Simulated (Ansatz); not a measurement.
Geometry optimisation, RKS PBE/def2-SVP (Ansatz).

The input (input.yaml):

```yaml
crystal:
  periodic: [false, false, false]
  atoms:
    - { symbol: W, position_ang: [0.0, 0.0, 0.0] }
    - { symbol: F, position_ang: [0.0, 0.0, 2.2] }
    - { symbol: F, position_ang: [1.85, 0.0, 0.0] }
    - { symbol: O, position_ang: [0.0, 1.94, 0.0] }
    - { symbol: H, position_ang: [-0.6343, 2.2771, -0.71] }
    - { symbol: O, position_ang: [-1.94, 0.0, 0.0] }
    - { symbol: H, position_ang: [-2.2771, -0.1263, 0.9437] }
    - { symbol: O, position_ang: [0.0, -1.94, 0.0] }
    - { symbol: H, position_ang: [0.3816, -2.2771, 0.8723] }
    - { symbol: F, position_ang: [0.0, 0.0, -1.85] }
    - { symbol: O, position_ang: [1.4721, 1.5335, 0.7063] }
    - { symbol: H, position_ang: [2.2027, 1.0805, 1.2365] }
    - { symbol: H, position_ang: [0.8771, 0.9137, 1.8599] }
basis:
  gaussian: { orbitals: def2-SVP }
hamiltonian:
  xc: pbe
relax:
  f_tol: 0.15
  max_steps: 25
  restrain:
    - { distance: [0, 10], at: 1.94, k: 30.0 }
    - { distance: [12, 1], at: 0.92, k: 30.0 }
    - { distance: [0, 1], at: 3.05, k: 30.0 }
    - { distance: [12, 10], at: 2.21, k: 30.0 }
output:
  orbitals: {}
```

Launched with:

```bash
$ ansatz run input.yaml --threads 4 --pin off --max-ram 5120MiB --backend cpu --events-out ev --progress --plain --runs-dir out
```

**Question.** Where does it end, and by what steps?

**Answer.** The forces met the threshold. The restraints hold the end off the free minimum; the threshold counts their pulls, which the force column leaves out. Restrained pairs: W1–O11 (2.24 → 1.94 Å), F2–H13 (1.31 → 0.93 Å), W1–F2 (2.20 → 3.08 Å), O11–H13 (1.44 → 2.20 Å). After 23 steps the energy has fallen by 8.537 eV (the restraints' own energy left out); H13 moved furthest, 1.55 Å. The start is strongly strained (largest force component 12 eV/Å), so its close contacts needn't be bonds.

```tsv
step	energy less start (eV)	largest force component (eV/Å)	accepted
0	0.0000	12.335	yes
1	-1.5721	8.522	yes
2	-2.6106	6.058	yes
3	-4.3463	3.351	yes
4	-5.9783	2.427	yes
5	-6.9652	1.947	yes
6	-7.4988	2.683	yes
7	-7.9512	1.235	yes
8	-8.1523	0.747	yes
9	-8.1757	0.617	yes
10	-8.2246	0.593	yes
11	-8.2509	0.596	yes
12	-8.2862	0.607	yes
13	-8.3239	0.745	yes
14	-8.3591	1.030	yes
15	-8.3820	1.319	yes
16	-8.4565	0.903	yes
17	-8.4652	0.978	no
18	-8.4880	0.858	yes
19	-8.5059	0.741	yes
20	-8.5018	0.993	no
21	-8.5179	0.687	yes
22	-8.5253	0.794	yes
23	-8.5371	0.821	yes
```

```xyz
13
Properties=species:S:1:pos:R:3
W 0.151 0.380 -0.082
F -0.344 -0.548 2.811
F 1.976 0.202 -0.681
O -0.085 1.945 -1.124
H -0.275 1.844 -2.078
O -1.439 0.639 0.877
H -1.513 0.180 1.748
O 0.226 -1.472 0.337
H 0.260 -2.148 -0.371
F -0.423 -0.373 -1.778
O 1.091 1.269 1.364
H 2.049 1.355 1.189
H 0.257 0.128 3.046
```

The run took 61 s on 4 threads of Arm Neoverse V2 (shared host), peak memory 0.24 GiB.
